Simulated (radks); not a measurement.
Problem. The table gives one normalised radial function P(r) = r R(r) (large component) of Ni3+ in [Ar] 3d7 (r in bohr). Method: Dirac Kohn-Sham, RPBE, spin-unpolarised, spherical densities, finite nucleus; open shells are shared between the two j in proportion to 2j + 1; Fermi nuclear charge, rms radius 3.7757 fm; computed with a radial shooting solver on a logarithmic mesh with Libxc functionals.

r           P
0.004557   0.1451
0.005934   0.1804
0.007726   0.2214
0.01006    0.2671
0.01321    0.3160
0.0172     0.3598
0.02239    0.3908
0.02939    0.3948
0.03827    0.3535
0.04983    0.2489
0.06541    0.0624
0.08517   -0.1865
0.1109    -0.4570
0.1444    -0.6587
0.1895    -0.6671
0.2468    -0.3858
0.3214     0.1611
0.4218     0.8094
0.5493     1.2355
0.7153     1.2673
0.9388     0.9436
1.222      0.5230
1.592      0.2079
2.073      0.0558
2.721      0.0086
3.543      0.0007
4.613      0.0000
6.055      0.0000
7.884      0.0000

Which n and l does it have? It may be an empty orbital.

Solution. n = 3, l = 0: the number of nodes gives n - l - 1 = 2, the rise at small r points to l (this Dirac orbital starts outside the nucleus as r^gamma with gamma = sqrt((l + 1)^2 - (Z/c)^2) = 0.98; the j = 1/2 orbital of l + 1 starts with the same power, but with a smaller coefficient, and then steepens), and the extent must fit the shell. The curve is that of 3s1/2. 3s1/2: eigenvalue -150.60 eV, 2 radial nodes at r = 0.0703, 0.300 bohr, <r> = 0.735 bohr, 90 % of the charge inside 1.10 bohr.
